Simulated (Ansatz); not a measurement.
Ideal-gas functions of CH4GaNSi, SMILES `N#C[SiH2][GaH2]` at 800 K and 1 bar, from an Ansatz frequency run at PBE0-D4/def2-TZVP.

Molar mass 127.86 g/mol, point group Cs (symmetry number 1), electronic degeneracy 1, moments of inertia 57.53, 341.987, 393.644 u Å². Harmonic wavenumbers (cm⁻¹, unscaled): 42, 83, 251, 297, 322, 353, 438, 585, 602, 727, 727, 784, 914, 1972, 1994, 2223, 2231, 2323.

Use S(trans) = R[1.5 ln M + 2.5 ln T − 1.1517]; rotational temperatures θ = 24.2544 K / I; S(rot) = R[ln(√π/σ · √(T³/θAθBθC)) + 1.5]; for each mode x = 1.438777 ν̃/T, S = R[x/(eˣ − 1) − ln(1 − e⁻ˣ)] and H = RT x/(eˣ − 1); 1 cm⁻¹ = 0.0119627 kJ/mol; R = 8.31446 J/(mol·K).

Task: By hand: the entropy, in J/(mol·K).

Result: Translation 189.9. Rotation: θ = 0.4216, 0.0709, 0.0616 K, giving 126.8. Vibration, mode by mode: 29.79, 24.14, 15.00, 13.63, 12.97, 12.23, 10.51, 8.27, 8.05, 6.65, 6.65, 6.11, 5.06, 1.12, 1.08, 0.78, 0.77, 0.67, in all 163.5. Electronic 0.0. Sum 480.2 J/(mol·K).

Task: By hand: H − E and G − E in kJ/mol, counted from the electronic energy.

Result: Zero-point energy ½ × 16868 × 0.0119627 = 100.9; thermal vibration 59.3; translation, rotation and pV give 4 RT = 26.6. H − E = 186.8 kJ/mol, and G − E = 186.8 − 800 × 480.2/1000 = -197.4 kJ/mol.

Vibration gives 34 % of the entropy, 53.9 J/(mol·K) of it from the modes under 150 cm⁻¹: soft modes count most, and the harmonic formula is weakest for them.
